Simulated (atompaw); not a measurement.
## What one change does to a pseudopotential (germanium, PAW (atompaw))

Ge, PAW, made with atompaw 4.2.0.5 (LDA (PW92), scalar-relativistic). Core [Ar], reference 3d10 4s2 4p2. Waves: 4s (bound): rc 1.85 bohr; 4s channel at 3.05 Ry: rc 1.85 bohr; 4p (bound): rc 1.85 bohr; 4p channel at 2.65 Ry: rc 1.80 bohr; 3d (bound): rc 1.30 bohr; 3d channel at 1.2 Ry: rc 1.30 bohr. Local part: bessel scheme, radius 1.50 bohr. Core correction: smooth core density matched at 1.35 bohr. Augmentation charge: besselshape compensation charge, radius 1.70 bohr; PAW radius 1.85 bohr; waves and projectors: custom rrkj gramschmidtortho.

Change: wave 3d channel at 1.2 Ry: rc 1.30 bohr becomes 3d channel at 4.43 Ry: rc 1.30 bohr.

Cutoffs: the cutoffs (Ry, on a coarse ladder) from which the occupation-weighted sum of valence levels, in a spherical-Bessel basis at the reference potential, stays within 10 and 1 mRy of its value at 400 Ry; they do not see the model core or the augmentation charge, which bear on the density cutoff.

What does the change do?

The potential gets harder (70 Ry and 140 Ry → 90 Ry and 140 Ry); neither file shows a bound ghost.

```tsv
quantity	base	changed
cutoff, loose	70 Ry	90 Ry
cutoff, tight	140 Ry	140 Ry
loose cutoff by channel (10 mRy a level)	s 6 Ry, p 6 Ry, d 50 Ry	s 6 Ry, p 6 Ry, d 55 Ry
bound ghosts	none	none
s: phases at 1.85 bohr within 0.05 rad from the reference energy up to (Ry; the scan ends near 5)	to the end of the scan	to the end of the scan
p: phases at 1.85 bohr within 0.05 rad from the reference energy up to (Ry; the scan ends near 5)	to the end of the scan	to the end of the scan
d: phases at 1.85 bohr within 0.05 rad from the reference energy up to (Ry; the scan ends near 5)	to the end of the scan	to the end of the scan
lowest overlap eigenvalue by channel	s 0.38, p 0.70, d 0.14	s 0.38, p 0.70, d 0.82
```

 The cutoffs see the waves, projectors and local potential, not the compensation charge or the core.
